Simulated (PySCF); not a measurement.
C3H10Si.
Bonds: C1–C2, C2–Si3, Si3–C4. Hydrogens: H5, H6, H7 on C1; H8, H9 on C2; H10, H11 on Si3; H12, H13, H14 on C4.

Method: PySCF 2.14.0, PBE0-D3(BJ)/def2-SVP geometry optimisation, gas phase; density fitting, grid level 1; the optimiser is geomeTRIC in internal coordinates, started from a GFN2-xTB structure with every atom displaced at random (about 0.01 Å).

Step 0: E = -11140.0933 eV
```
atom  x, y, z in Å  |  force x, y, z in eV/Å
C1     -2.1006   -0.1876    0.4865   -0.764   1.122  -0.456
C2     -0.7210   -0.6692    0.1758    0.580   0.159   0.343
Si3     0.5138    0.7458   -0.0976    1.256  -1.359   0.525
C4      2.2988    0.0169   -0.3588   -2.372  -0.271   0.615
H5     -2.8152   -0.9971    0.6199   -0.297  -0.350   0.133
H6     -2.4977    0.4583   -0.3334    0.082  -0.265   0.296
H7     -2.1118    0.4415    1.3877   -0.089  -0.032   0.153
H8     -0.7381   -1.2951   -0.7158    0.139  -0.336  -0.366
H9     -0.3840   -1.3008    1.0170    0.276  -0.030  -0.149
H10     0.5431    1.6240    1.0979   -0.094   0.217   0.192
H11     0.1320    1.5299   -1.2597   -0.272   0.484  -0.670
H12     2.6100   -0.5322    0.5282    0.114  -0.216   0.305
H13     2.2596   -0.6573   -1.2037    0.155  -0.410  -0.528
H14     2.9746    0.8025   -0.5398    1.285   1.289  -0.392
```

Step 1: E = -11140.2399 eV
```
atom  x, y, z in Å  |  force x, y, z in eV/Å
C1     -2.1490   -0.1649    0.4422    0.055  -0.068   0.033
C2     -0.7162   -0.6584    0.2575    0.037  -0.066  -0.039
Si3     0.5645    0.7042   -0.0084   -0.030   0.048  -0.420
C4      2.2782    0.0136   -0.4125    0.024   0.286   0.093
H5     -2.8558   -1.0007    0.5778    0.034   0.034   0.011
H6     -2.4883    0.4105   -0.4306   -0.036   0.057  -0.056
H7     -2.2408    0.4908    1.3219   -0.014   0.015   0.018
H8     -0.6555   -1.3388   -0.6123    0.004   0.012   0.046
H9     -0.3975   -1.2561    1.1295   -0.003  -0.029   0.002
H10     0.5834    1.6007    1.1937    0.106  -0.028   0.001
H11     0.1365    1.5440   -1.1850   -0.034  -0.018   0.130
H12     2.6528   -0.5787    0.4344    0.107  -0.078   0.006
H13     2.2570   -0.6307   -1.3105   -0.040   0.115   0.136
H14     2.9941    0.8443   -0.5935   -0.211  -0.280   0.038
```

**Question.** Estimate the geometry and energy of step 2. (The exact step hangs on the optimiser's Hessian estimate; all steps are aligned on step 1, rigid shifts and turns removed.)

**Answer.** E = -11140.2535 eV, largest force 0.123 eV/Å
```
atom  x, y, z in Å  |  force x, y, z in eV/Å
C1     -2.1414   -0.1653    0.4440    0.007  -0.007  -0.007
C2     -0.7122   -0.6615    0.2442    0.019  -0.012   0.006
Si3     0.5583    0.7076   -0.0297   -0.042   0.024  -0.109
C4      2.2682    0.0163   -0.3965    0.035   0.060   0.102
H5     -2.8462   -0.9993    0.5885   -0.009   0.005   0.005
H6     -2.4923    0.4141   -0.4250   -0.002  -0.001   0.008
H7     -2.2235    0.4899    1.3260    0.000   0.002  -0.001
H8     -0.6576   -1.3417   -0.6245   -0.008  -0.002   0.002
H9     -0.3865   -1.2611    1.1129    0.005   0.001  -0.008
H10     0.6013    1.5989    1.1746    0.019   0.001   0.018
H11     0.1196    1.5531   -1.1912   -0.012  -0.005   0.033
H12     2.6458   -0.5810    0.4487   -0.003  -0.008  -0.024
H13     2.2462   -0.6253   -1.2902    0.010  -0.008  -0.016
H14     2.9838    0.8350   -0.5774   -0.018  -0.051  -0.010
```

The energy changes by -0.0135 eV. The first-order estimate −F·Δx gives -0.0228 eV and the mean of the old and new forces, exact on a quadratic surface, -0.0134 eV. The step makes an angle of 62° with the force vector and moves no atom by more than 0.026 Å.

What follows is the cost of the whole optimisation. Hardware: one thread, Arm Neoverse V1 (aarch64), no GPU (shared host). Cost: 20 s wall, 0.46 GiB resident at most.
